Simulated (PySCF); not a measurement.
CH₅AlS, SMILES [CH3][AlH][SH]. Heavy atoms are numbered as in [AlH:1]([CH3:3])[SH:7]. Hydrogens are named by the atom that carries them.

Geometry: r2SCAN-D4/def2-TZVP. The geometry has at least one imaginary mode, so it is a saddle point at that level. The values are those of a single conformer.

The numbers are results of B3LYP/pcSseg-1 run with PySCF, not measurements.

GIAO shieldings, no solvent; atoms alike by connectivity are averaged. δ = σ(ref) − σ: ¹H against TMS (σ = 31.68 ppm); ¹³C against TMS (σ = 181.3 ppm); ³³S against H2S (σ = 695.8 ppm), references at their B3LYP-D3(BJ)/def2-TZVP geometries, non-relativistic.

**Question.** Estimate the chemical shifts. (Estimate from the structure and the level; the computed values follow.)

**Answer.** 
| nucleus | atoms | count | δ (ppm) |
|---|---|---|---|
| ¹H | H on Al1 | 1 | 5.39 |
| ¹H | H on S7 | 1 | 1.23 |
| ¹H | H on C3 | 3 | -0.15 |
| ¹³C | C3 (CH3) | 1 | -7.4 |
| ³³S | S7 (SH) | 1 | 70.5 |
